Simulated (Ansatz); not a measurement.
Total energies of Sn23H32 from Ansatz at PBE0-D4/def2-TZVP, gas phase (1 Eh = 27.2114 eV = 2625.5 kJ/mol). The reference geometry is relaxed at PBE-D4/def2-SVP.

```xyz
55

Sn    1.351   -5.177    1.743
Sn    4.094   -1.646    3.020
Sn   -2.819   -4.349   -0.295
Sn   -4.882   -0.273    1.267
Sn   -0.395   -0.953    2.200
Sn    2.598   -1.579   -1.403
Sn   -1.958   -0.963   -1.926
Sn    0.783    2.552   -0.818
Sn    5.253    1.761    0.048
Sn   -3.675    3.242   -1.869
Sn   -0.699    2.060   -5.140
Sn   -1.056   -3.701    1.940
Sn    1.784   -0.271    3.867
Sn    3.530   -4.388    3.345
Sn    4.726   -0.993    0.350
Sn   -2.704    0.538    2.871
Sn   -5.000   -3.101    1.169
Sn   -4.301    0.530   -1.380
Sn    3.023    3.346    0.711
Sn   -1.503    4.120   -0.299
Sn    0.328   -0.214   -0.432
Sn    1.469    2.857   -3.539
Sn   -2.989    3.591   -4.582
H     1.039   -6.855    2.097
H     1.917   -5.141    0.098
H     5.457   -1.161    3.997
H    -6.338    0.568    1.740
H     2.278   -3.281   -1.519
H     2.960   -0.996   -3.001
H    -2.353   -2.591   -1.104
H    -1.733   -1.640   -3.515
H     6.623    2.244    1.002
H     5.643    2.092   -1.614
H    -5.096    4.179   -1.490
H    -1.072    0.408   -4.735
H    -0.320    2.078   -6.835
H    -1.703   -4.134    3.507
H     1.408   -0.753    5.495
H     2.005    1.454    3.885
H     3.161   -4.629    5.027
H     4.956   -5.324    3.004
H     6.149   -1.875   -0.139
H    -3.091    0.209    4.535
H    -2.392    2.245    2.756
H    -5.093   -3.588    2.843
H    -6.587   -3.444    0.523
H    -5.512    0.022   -2.530
H     2.657    3.239    2.404
H     3.344    5.018    0.353
H    -1.892    4.094    1.392
H    -1.145    5.766   -0.733
H     2.873    1.900   -3.901
H     1.865    4.511   -3.891
H    -4.309    3.123   -5.608
H    -2.658    5.268   -4.893
```

```csv
state,geometry,energy (Eh)
charge 0 singlet,reference,-4948.93554
charge 1 doublet,reference,-4948.67702
charge -1 doublet,reference,-4949.01757
charge 0 triplet,relaxed at PBE-D4/def2-SVP,-4948.88563
free Sn atom (triplet),–,-214.25870
free H atom (doublet),–,-0.50104
```

In the def2 sets Sn takes a core potential; there is no spin–orbit coupling. Single mean-field runs in def2-TZVP are fitted with def2-universal-jkfit.

Q: Work out the vertical ionisation energy to the doublet.

A: E(charge 1 doublet) − E(charge 0 singlet) = -4948.67702 − (-4948.93554) = 0.25852 Eh = 7.03 eV. For comparison, −ε of the highest occupied level is 6.15 eV at this level, 0.88 eV less.

Q: Work out the vertical electron affinity, to the doublet.

A: E(charge 0 singlet) − E(charge -1 doublet) = -4948.93554 − (-4949.01757) = 0.08203 Eh = 2.23 eV. The basis lacks diffuse functions, which makes affinities too small.

Q: Give the fundamental gap IE − EA, the Mulliken electronegativity (IE + EA)/2 and the hardness (IE − EA)/2.

A: From the values in Eh: IE − EA = 0.25852 − 0.08203 = 0.17649 Eh = 4.80 eV; (IE + EA)/2 = 4.63 eV; (IE − EA)/2 = 2.40 eV. The HOMO–LUMO gap of the same run is 3.20 eV, 1.60 eV smaller than the fundamental gap.

Q: Which of the charge 0 states is lowest, and how far above it are the others?

A: The singlet. triplet: -4948.88563 − (-4948.93554) = 0.04991 Eh = 131.0 kJ/mol.

Q: What is the binding energy per atom against free atoms?

A: Atoms: 23 × (-214.25870) + 32 × (-0.50104) = -4943.98338 Eh. Binding: -4943.98338 − (-4948.93554) = 4.95216 Eh = 134.76 eV, or 2.45 eV for each of 55 atoms (no zero-point energy, no counterpoise term).
